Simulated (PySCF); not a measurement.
**C6H10OSi: full NMR table**

```yaml
Formula: C6H10OSi
SMILES: CO[Si]1(C)C=CC=C1
InChI: InChI=1S/C6H10OSi/c1-7-8(2)5-3-4-6-8/h3-6H,1-2H3
Point_group_of_the_computed_structure: Cs
Degrees_of_unsaturation: 3
Carbon_signals: 4
Proton_signals: 4
```

Structure with atom numbers: `[CH3:1][O:2][Si:3]1([CH3:4])[CH:5]=[CH:6][CH:7]=[CH:8]1`. Hydrogens are named by the atom that carries them.

Computational details: PBE0/pcSseg-1 with gauge-including orbitals, GFN2-xTB structure, in PySCF 2.14.0 with density-fitted response routines (no solvent, relativity neglected, one computed conformer, averaged over atoms made equivalent by symmetry, fast rotation or ring inversion).

References, each an isolated molecule treated in the same way: ¹H, ¹³C, ²⁹Si vs TMS; ¹⁷O against H2O.

| carbon | δC, type | δH (multiplicity) | HMBC from (2–3 bonds) | span of the C tensor (ppm) |
| --- | --- | --- | --- | --- |
| C1 | 53.3, CH3 | 3.77 (s) | – | 82 |
| C4 | -4.2, CH3 | 0.28 (s) | H(C5)/H(C8) | 21 |
| C5/C8 | 134.3, CH | 5.81 (d) | H(C6)/H(C7), H(C5)/H(C8), H(C4) | 230 |
| C6/C7 | 155.3, CH | 7.09 (m) | H(C6)/H(C7), H(C5)/H(C8) | 240 |

Other nuclei:
```csv
atoms,nucleus,environment,δ (ppm),σ (ppm)
Si3,²⁹Si,"silicon bonded to 3 C, O, in a 5-membered ring",5.6,343.5
O2,¹⁷O,"oxygen bonded to C, Si",6.9,329.2
```

1. Carbon types of the structure: 4 × CH, 2 × CH3, which accounts for all hydrogens.
2. δC 155.3, 134.3: alkene CH; an sp2 carbon of a C=C bond.
3. δC 53.3: methyl carbon bonded to O; pulled downfield by the heteroatom.
4. δC -4.2: methyl carbon bonded to Si; an electropositive neighbour leaves it electron-rich and shielded.
5. δH 7.09, 5.81: hydrogen on an alkene CH; attached to an sp2 carbon and in the plane of the double bond.
6. δH 0.28: hydrogen on a methyl carbon bonded to Si; an electropositive neighbour shields it, as in TMS itself.

Shifts are as computed. Against solution values, carbons near 30 ppm lie about +3 ppm off and those near 130 ppm about +5 ppm. Of 1211 compounds with measured shifts, 218 miss one by over three times the rms of a fit or turn the order of signals round; such compounds aren't used in these exercises. Experimental scales use liquid or dissolved standards, which lie at an offset from isolated H2O (liquid H2O: subtract about 36 ppm). No couplings were computed; multiplicities are counted from neighbouring protons, with m where these are inequivalent, close in shift, in a saturated or five-membered ring or joined by F or P, and br s for small geminal =CH2 splittings.
